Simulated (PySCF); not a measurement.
C5H10O, SMILES CC(C)/C=C\O, GFN2-xTB optimised geometry.

```
16

C      1.47     0.25     0.00
C     -0.06     0.25     0.00
C     -0.59     1.68     0.00
C     -0.57    -0.49     1.21
C     -1.35    -1.56     1.21
O     -1.85    -2.22     0.14
H      1.85     0.74     0.89
H      1.85    -0.77    -0.01
H      1.85     0.77    -0.87
H     -0.40    -0.24    -0.92
H     -1.68     1.68    -0.01
H     -0.23     2.22    -0.87
H     -0.26     2.20     0.89
H     -0.26    -0.09     2.16
H     -1.67    -2.03     2.13
H     -1.56    -1.79    -0.68
```

Density from PBE/def2-TZVP (PySCF) at that geometry.

Minimum of the electron density along straight lines between bonded atoms, close to the bond critical point (lines longer than 1.1 times the sum of covalent radii, or with two minima, are not listed):

```
bond    length / Å  ρ at the minimum / e bohr⁻³  ∇²ρ there / e bohr⁻⁵  position (fraction from the first atom)
------  ----------  ---------------------------  --------------------  ---------------------------------------
C1–C2        1.530                        0.241                 -0.56                                     0.50
C2–C3        1.531                        0.241                 -0.56                                     0.50
C2–C4        1.503                        0.254                 -0.63                                     0.50
C4–C5        1.326                        0.352                 -1.05                                     0.48
C5–O6        1.357                        0.293                 -0.54                                     0.35
C1–H7        1.088                        0.277                 -0.93                                     0.64
C1–H8        1.088                        0.278                 -0.93                                     0.64
C1–H9        1.088                        0.277                 -0.93                                     0.64
C2–H10       1.098                        0.273                 -0.90                                     0.63
C3–H11       1.088                        0.278                 -0.93                                     0.64
C3–H12       1.088                        0.277                 -0.93                                     0.64
C3–H13       1.088                        0.277                 -0.93                                     0.64
C4–H14       1.079                        0.282                 -0.96                                     0.64
C5–H15       1.081                        0.290                 -1.04                                     0.65
O6–H16       0.966                        0.359                     …                                     0.80
```

### Question
Some entries are withheld; supply them.

### Answer

- O6–H16, ∇²ρ there / e bohr⁻⁵: -2.39
